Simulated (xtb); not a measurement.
Br2Si, triplet, at a GFN2-xTB geometry (the spin is typed, not shown lowest), atoms displaced at random by about 0.05 Å a coordinate; GFN1-xTB run with xtb 6.7.1.

Input for xtb:
```
$ xtb mol.xyz --gfn 1 --uhf 2 --opt lax --json

# file mol.xyz
3

Si    -0.01339989     0.00481168     1.01206949
Br     1.02963946    -1.72467423    -0.21637827
Br    -1.08985439     1.66184046    -0.20641409
```

It wrote (shortened):

```
   ID    Z sym.   atoms
    1   14 Si     1
    2   35 Br     2, 3

           -------------------------------------------------
          |                Calculation Setup                |
           -------------------------------------------------

           -------------------------------------------------
          |                 G F N 1 - x T B                 |
           -------------------------------------------------

          ...................................................
          :                      SETUP                      :
          :.................................................:
          :  # basis functions                  30          :
          :  # atomic orbitals                  27          :
          :  # shells                            9          :
          :  # electrons                        18          :
          :  # halogen bonds                     0          :
          :  max. iterations                   250          :
          :  Hamiltonian                  GFN1-xTB          :
          :  restarted?                      false          :
          :  GBSA solvation                  false          :
          :  PC potential                    false          :
          :  electronic temp.          300.0000000     K    :
          :  accuracy                    1.0000000          :
          :  -> integral cutoff          0.2500000E+02      :
          :  -> integral neglect         0.1000000E-07      :
          :  -> SCF convergence          0.1000000E-05 Eh   :
          :  -> wf. convergence          0.2000000E-04 e    :
          :  Broyden damping             0.4000000          :
          :  net charge                          0          :
          :  unpaired electrons                  2          :
          ...................................................

 iter      E             dE          RMSdq      gap      omega  full diag
   1     -9.4783736 -0.947837E+01  0.541E+00    1.38       0.0  T
   2     -9.4821497 -0.377612E-02  0.444E+00    1.01       1.0  T
   3     -9.5647457 -0.825960E-01  0.168E+00    1.25       1.0  T
   4     -9.5642287  0.516948E-03  0.372E-01    1.30       1.0  T
   5     -9.5647544 -0.525682E-03  0.206E-01    1.29       1.0  T
   6     -9.5648268 -0.723940E-04  0.138E-01    1.29       1.0  T
   7     -9.5648705 -0.437189E-04  0.623E-03    1.28       9.3  T
   8     -9.5648705 -0.642801E-08  0.260E-03    1.28      22.2  T
   9     -9.5648706 -0.224132E-07  0.701E-04    1.28      82.4  T
  10     -9.5648706 -0.206326E-08  0.149E-05    1.28    3884.6  T
  11     -9.5648706 -0.795808E-12  0.843E-07    1.28   68465.1  T

   *** convergence criteria satisfied after 11 iterations ***

 transition dipole moment (au) for excitation:           9          10
     X       Y       Z
  -0.5156  -0.3227   0.0166  total (au/Debye):    0.608   1.547
 dE (eV)             :    3.055
 oscillator strength :  0.39185E-01

         :::::::::::::::::::::::::::::::::::::::::::::::::::::
         ::                     SUMMARY                     ::
         :::::::::::::::::::::::::::::::::::::::::::::::::::::
         :: total energy              -9.550278855731 Eh    ::
         :: gradient norm              0.039829910990 Eh/a0 ::
         :: HOMO-LUMO gap              1.279774830360 eV    ::
         ::.................................................::
         :: SCC energy                -9.564870573533 Eh    ::
         :: -> electrostatic           0.002997767484 Eh    ::
         :: repulsion energy           0.015858177058 Eh    ::
         :: dispersion energy         -0.001266459256 Eh    ::
         :: halogen bond corr.         0.000000000000 Eh    ::
         :: add. restraining           0.000000000000 Eh    ::
         :: total charge              -0.000000000000 e     ::
         :::::::::::::::::::::::::::::::::::::::::::::::::::::

      -----------------------------------------------------------
     |                   =====================                   |
     |                        A N C O P T                        |
     |                   =====================                   |
     |               Approximate Normal Coordinate               |
     |                Rational Function Optimizer                |
      -----------------------------------------------------------
      -----------------------------------------------------------
     |                   =====================                   |
     |                        A N C O P T                        |
     |                   =====================                   |
     |               Approximate Normal Coordinate               |
     |                Rational Function Optimizer                |
      -----------------------------------------------------------

          ...................................................
          :                      SETUP                      :
          :.................................................:
          :   optimization level               lax          :
          :   max. optcycles                   200          :
          :   ANC micro-cycles                  20          :
          :   degrees of freedom                 3          :
          :.................................................:
          :   RF solver                   davidson          :
          :   write xtbopt.log                true          :
          :   linear?                        false          :
          :   energy convergence         0.2000000E-04 Eh   :
          :   grad. convergence          0.2500000E-02 Eh/α :
          :   maxmium RF displ.          1.0000000          :
          :   Hlow (freq-cutoff)         0.1000000E-01      :
          :   Hmax (freq-cutoff)         5.0000000          :
          :   S6 in model hess.         20.0000000          :
          ...................................................

generating ANC from exact Hessian ...
[...]
 * total energy  :    -9.5502789 Eh     change       -0.5329071E-14 Eh
 * total energy  :    -9.5449315 Eh     change        0.5347307E-02 Eh
 * total energy  :    -9.5537839 Eh     change       -0.8852387E-02 Eh
 * total energy  :    -9.5526813 Eh     change        0.1102668E-02 Eh
 * total energy  :    -9.5545292 Eh     change       -0.1847976E-02 Eh
 * total energy  :    -9.5545843 Eh     change       -0.5510086E-04 Eh
 * total energy  :    -9.5545881 Eh     change       -0.3793926E-05 Eh
   *** GEOMETRY OPTIMIZATION CONVERGED AFTER 7 ITERATIONS ***
[...]
          :  # halogen bonds                     0          :
          :  max. iterations                   250          :
          :  Hamiltonian                  GFN1-xTB          :
          :  restarted?                      false          :
          :  GBSA solvation                  false          :
          :  PC potential                    false          :
          :  electronic temp.          300.0000000     K    :
          :  accuracy                    1.0000000          :
          :  -> integral cutoff          0.2500000E+02      :
          :  -> integral neglect         0.1000000E-07      :
          :  -> SCF convergence          0.1000000E-05 Eh   :
          :  -> wf. convergence          0.2000000E-04 e    :
          :  Broyden damping             0.4000000          :
          :  net charge                          0          :
          :  unpaired electrons                  2          :
          ...................................................

 iter      E             dE          RMSdq      gap      omega  full diag
   1     -9.5815505 -0.958155E+01  0.526E-07    1.37       0.0  T
   2     -9.5815505  0.355271E-14  0.287E-07    1.37  100000.0  T
   3     -9.5815505  0.177636E-14  0.276E-07    1.37  100000.0  T

   *** convergence criteria satisfied after 3 iterations ***

 transition dipole moment (au) for excitation:           9          10
     X       Y       Z
  -0.5115  -0.3202   0.0165  total (au/Debye):    0.604   1.534
 dE (eV)             :    2.913
 oscillator strength :  0.36774E-01

         :::::::::::::::::::::::::::::::::::::::::::::::::::::
         ::                     SUMMARY                     ::
         :::::::::::::::::::::::::::::::::::::::::::::::::::::
         :: total energy              -9.554588138695 Eh    ::
         :: gradient norm              0.000699344725 Eh/a0 ::
         :: HOMO-LUMO gap              1.368292248667 eV    ::
         ::.................................................::
         :: SCC energy                -9.581550474691 Eh    ::
         :: -> electrostatic           0.002033381679 Eh    ::
         :: repulsion energy           0.028235922793 Eh    ::
         :: dispersion energy         -0.001273586797 Eh    ::
         :: halogen bond corr.         0.000000000000 Eh    ::
         :: add. restraining           0.000000000000 Eh    ::
         :: total charge              -0.000000000000 e     ::
         :::::::::::::::::::::::::::::::::::::::::::::::::::::

           -------------------------------------------------
          |                Property Printout                |
           -------------------------------------------------

    * Orbital Energies and Occupations

         #    Occupation            Energy/Eh            Energy/eV
      -------------------------------------------------------------
         1        2.0000           -0.7067754             -19.2323
         2        2.0000           -0.7052047             -19.1896
         3        2.0000           -0.5549785             -15.1017
         4        2.0000           -0.4683354             -12.7441
         5        2.0000           -0.4563184             -12.4171
         6        2.0000           -0.4510036             -12.2724
         7        2.0000           -0.4496538             -12.2357
         8        2.0000           -0.4415410             -12.0149
         9        1.0000           -0.3688263             -10.0363
        10        1.0000           -0.2617893              -7.1236 (HOMO)
        11                         -0.2115055              -5.7554 (LUMO)
        12                         -0.1867555              -5.0819
        13                         -0.1151977              -3.1347
        14                         -0.1132043              -3.0804
        15                         -0.1128266              -3.0702
        16                         -0.0937674              -2.5515
        17                         -0.0868256              -2.3626
        18                         -0.0853561              -2.3227
        19                         -0.0831908              -2.2637
        20                         -0.0631805              -1.7192
        21                         -0.0273928              -0.7454
       ...                                ...                  ...
        27                          0.8222495              22.3745
      -------------------------------------------------------------
                  HL-Gap            0.0502838 Eh            1.3683 eV
             Fermi-level           -0.3209155 Eh           -8.7326 eV

  Mulliken/CM5 charges         n(s)   n(p)   n(d)
     1Si    0.14502  0.03544   1.520  1.735  0.599
     2Br   -0.07235 -0.01745   1.922  5.068  0.082
     3Br   -0.07266 -0.01799   1.922  5.068  0.082

Wiberg/Mayer (AO) data.
largest (>0.10) Wiberg bond orders for each atom

 ---------------------------------------------------------------------------
     #   Z sym  total        # sym  WBO       # sym  WBO       # sym  WBO
 ---------------------------------------------------------------------------
     1  14 Si   3.041 --     2 Br   1.522     3 Br   1.519
     2  35 Br   1.653 --     1 Si   1.522     3 Br   0.131
     3  35 Br   1.651 --     1 Si   1.519     2 Br   0.131
 ---------------------------------------------------------------------------

Topologies differ in total number of bonds
Writing topology from bond orders to xtbtopo.mol

 dipole moment from electron density (au)
     X       Y       Z
   0.0179   0.0088   0.7268  total (Debye):    1.848

optimized geometry written to: xtbopt.xyz

           -------------------------------------------------
          | TOTAL ENERGY               -9.554588138695 Eh   |
          | GRADIENT NORM               0.000699344725 Eh/α |
          | HOMO-LUMO GAP               1.368292248667 eV   |
           -------------------------------------------------

normal termination of xtb
```
